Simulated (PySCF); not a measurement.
**Electron correlation in Si (silicon, neutral)**

[Ne] 3s1 3p3, high-spin 5S determinant (an excited configuration). All numbers are calculated (PySCF 2.14, the spin-free X2C one-electron Hamiltonian (Gaussian nucleus), in ANO-RCC-VTZP). Frozen: [Ne]; 4 electrons correlated.

MP2 pair energies summed by pair of shells (mhartree):

```csv
pair,energy,share (%)
3p-3p,-17.68,81.8
3s-3p,-3.94,18.2
```

Total MP2 correlation energy: -21.62 mhartree.

Same-spin part -21.62 and opposite-spin part 0.00 mhartree; SCS-MP2 scales them by 1/3 and 6/5 to -7.21 mhartree.
